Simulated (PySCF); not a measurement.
Molecular orbitals of InSi

MN15 at R = 2.630 Å; In def2-SVPD with ECP28, Si def2-SVPD; scalar-relativistic core potentials (PySCF 2.14). State: ⁴Σ⁻ (quartet), unpaired electrons σ ↑, π ↑↑. Only the outer orbitals are listed, counted within each symmetry, core potentials removing the inner ones.

| spin | orbital | occ. | ε (eV) | on In (%) | main shells (%) |
| --- | --- | --- | --- | --- | --- |
| α | 7σ | 1 | -13.50 | 28 | 70 Si s, 24 In s |
| α | 8σ | 1 | -10.02 | 65 | 63 In s, 25 Si s, 10 Si p |
| α | 9σ | 1 | -5.90 | 45 | 51 Si p, 37 In p |
| α | 4π | 1 | -5.89 | 25 | 74 Si p, 22 In p |
| α | 4π | 1 | -5.89 | 25 | 74 Si p, 22 In p |
| α | 5π | 0 | -1.33 | 75 | 71 In p, 20 Si p |
| α | 5π | 0 | -1.33 | 75 | 71 In p, 20 Si p |
| α | 10σ | 0 | 0.66 | 64 | 33 In s, 18 Si s, 17 In p |
| β | 7σ | 1 | -11.83 | 45 | 53 Si s, 42 In s |
| β | 8σ | 1 | -8.77 | 57 | 53 In s, 40 Si s |
| β | 9σ | 0 | -2.18 | 51 | 50 In p, 43 Si p |
| β | 4π | 0 | -2.10 | 66 | 64 In p, 34 Si p |
| β | 4π | 0 | -2.10 | 66 | 64 In p, 34 Si p |

**Question.** Which are the highest filled and the lowest empty level, where do they sit, and how wide is the gap?

**Answer.** Highest filled α 4π at -5.89 eV (in %: 74 Si p, 22 In p); lowest empty β 9σ at -2.18 eV (in %: 50 In p, 43 Si p); the gap at MN15 is 3.71 eV.

| Quantity | Value |
| --- | --- |
| bond order (Mayer) | 1.41 |
| ⟨S²⟩ | 3.753 |
| charge on In (Mulliken, basis-dependent) | 0.08 |
| charge on In (Löwdin, basis-dependent) | 0.01 |
| dipole moment (positive dipole means In(−)Si(+)) | -1.57 D |

Spin–orbit coupling is left out. The state was picked by a PBE0 search and need not be the measured ground state.
